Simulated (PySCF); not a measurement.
silyloxysilylmethanol (CH8O2Si2), SMILES OC[SiH2]O[SiH3].

The structure is a stationary point at B3LYP-D3(BJ)/def2-SVP. One conformer was computed; it need not be the lowest.

Two levels are set side by side: TDA-PBE/def2-SVPD (PySCF) and TDA-ωB97X/def2-SVPD (PySCF). Vertical, same geometry. The lowest singlet is HOMO→LUMO 99 % with PBE and HOMO→LUMO 48 %, HOMO→LUMO+1 36 % with the other functional; states are paired by order. Differences are taken from unrounded values.

```json
[
 {"quantity": "lowest singlet excitation (eV)", "TDA-ωB97X": "6.60"},
 {"quantity": "lowest triplet excitation (TDA) (eV)", "TDA-ωB97X": "6.26"}
]
```

**Question.** What does TDA-PBE give, and how far is it from TDA-ωB97X? (The exact figures need the calculation; the answer reports its results.)

**Answer.** 
```
quantity                              TDA-PBE  TDA-PBE minus TDA-ωB97X
------------------------------------  -------  -----------------------
lowest singlet excitation (eV)           5.09                    -1.51
lowest triplet excitation (TDA) (eV)     4.87                    -1.39
```

A lower first singlet is the usual sign of a functional without exact exchange. Differences between two approximate levels are no errors against the true value.

Rough cost on one machine, each run with all the roots and properties that it gave: TDA-ωB97X against TDA-PBE about 6 times.
